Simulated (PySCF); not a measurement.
Spectra and structures to be paired. Method: TDDFT PBE0/def2-SVPD, vertical, gas phase, core orbitals frozen in the response (PySCF 2.14.0, density-fitted response routines). Geometries: GFN2-xTB; one conformer of each isolated species. Triplets are in the Tamm–Dancoff approximation.

A. `C[SiH](C)[Si@H](P)C=O`
B. `FC/C=C/C(=C)C=C`
C. `C=CCC1(CF)C=C1`
D. `P[Si@@]1(C)CC[SiH2]O1`
E. `C#CC1=CON=C1`

Lowest singlet levels (six at most, fewer where fewer were computed) with oscillator strengths:

1. 5.67 eV (f 0.122); 5.70 eV (f 0.001); 6.17 eV (f 0.000); 6.19 eV (f 0.082); 6.42 eV (f 0.004); 6.87 eV (f 0.086); T1 3.79 eV
2. 6.34 eV (f 0.016); 6.43 eV (f 0.018); 6.88 eV (f 0.051); 6.93 eV (f 0.149); 7.01 eV (f 0.089); 7.26 eV (f 0.037); T1 5.62 eV
3. 5.81 eV (f 0.014); 6.17 eV (f 0.017); 6.61 eV (f 0.014); 6.75 eV (f 0.158); 7.09 eV (f 0.010); 7.33 eV (f 0.002); T1 4.04 eV
4. 5.13 eV (f 0.186); 5.27 eV (f 0.209); 6.02 eV (f 0.173); 6.32 eV (f 0.005); 6.62 eV (f 0.008); 6.88 eV (f 0.005); T1 2.97 eV
5. 3.16 eV (f 0.003); 4.44 eV (f 0.014); 5.51 eV (f 0.056); 5.63 eV (f 0.006); 5.65 eV (f 0.012); 5.95 eV (f 0.018); T1 2.47 eV

Problem. Which spectrum belongs to which structure?

Solution. 1 = E, 2 = D, 3 = C, 4 = B, 5 = A.
- A: S1 at 3.16 eV, HOMO→LUMO (92%); Löwdin shares by element: HOMO oxygen 45%, carbon 19% or more, silicon 13% or more, hydrogen 9% or more; LUMO carbon 36% or more, oxygen 30%, silicon 19% (atoms not listed hold the other 16%); HOMO -6.98 and LUMO -1.78 eV.
- B: S1 at 5.13 eV, HOMO→LUMO (57%), HOMO→LUMO+1 (34%); Löwdin shares by element: HOMO carbon 68% or more (atoms not listed hold the other 32%); LUMO carbon 67% or more (atoms not listed hold the other 33%); HOMO -6.51 and LUMO -1.02 eV.
- C: S1 at 5.81 eV, HOMO→LUMO (90%); Löwdin shares by element: HOMO carbon 64% or more (atoms not listed hold the other 36%); LUMO carbon 70% or more, hydrogen 14% or more (atoms not listed hold the other 17%); HOMO -7.23 and LUMO -0.41 eV.
- D: S1 at 6.34 eV, HOMO→LUMO (80%); Löwdin shares by element: HOMO phosphorus 56%, silicon 13% or more, carbon 8% or more, hydrogen 6% or more (atoms not listed hold the other 17%); LUMO silicon 32%, phosphorus 8%, hydrogen 6% or more (atoms not listed hold the other 53%); HOMO -7.19 and LUMO 0.16 eV.
- E: S1 at 5.67 eV, HOMO→LUMO (89%); Löwdin shares by element: HOMO carbon 78% or more (atoms not listed hold the other 22%); LUMO carbon 43% or more, oxygen 17%, nitrogen 10% (atoms not listed hold the other 29%); HOMO -7.43 and LUMO -1.10 eV; point group Cs, 1 of its 6 listed states under f = 0.0005.
C and E have S1 within 0.15 eV of each other; their strongest listed levels stand at 6.75 eV (f 0.158) and 5.67 eV (f 0.122).
